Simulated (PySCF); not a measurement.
## Nitrogen: a sound run and one with changed settings

Sound run: N⁺ [He] 2s2 2p2, N²⁺ [He] 2s2 2p1. Calculation: PySCF 2.14, in x2c-TZVPall (5s3p2d1f, 31 functions); scalar relativity by spin-free X2C-1e. In the sound run the correlated levels freeze 1s2. The sound run starts from symmetry-adapted Hartree-Fock orbitals and uses a fine grid where one is needed.

Changed run: basis STO-3G, all-electron and non-relativistic. This setting is unsound on purpose.

```
species   method  sound run (hartree)  changed run (hartree)  converged
     N⁺      UHF            -53.92152              -53.24264        yes
     N⁺   M06-2X            -54.08382              -53.40135        yes
     N⁺     TPSS            -54.10422              -53.41212        yes
     N⁺      MP2            -53.99196              -53.25331        yes
     N⁺  CCSD(T)            -54.01473              -53.26332        yes
    N²⁺      UHF            -52.84834              -52.12682        yes
    N²⁺   M06-2X            -52.99258              -52.26729        yes
    N²⁺     TPSS            -53.00786              -52.27618        yes
    N²⁺      MP2            -52.90377              -52.14900        yes
    N²⁺  CCSD(T)            -52.93165              -52.16878        yes
```

Ionisation energy of N⁺:

```
 method  sound run (eV)  changed run (eV)
    UHF          29.203            30.363
 M06-2X          29.694            30.859
   TPSS          29.833            30.910
    MP2          29.611            30.050
SCS-MP2          29.478            29.987
   CCSD          29.457            29.784
CCSD(T)          29.472            29.784
```

A minimal basis cannot let orbitals breathe on ionisation and holds almost no correlation. The Hamiltonian changed with the basis, so the totals do not compare.

For comparison, NIST gives 29.601 eV between the lowest levels.
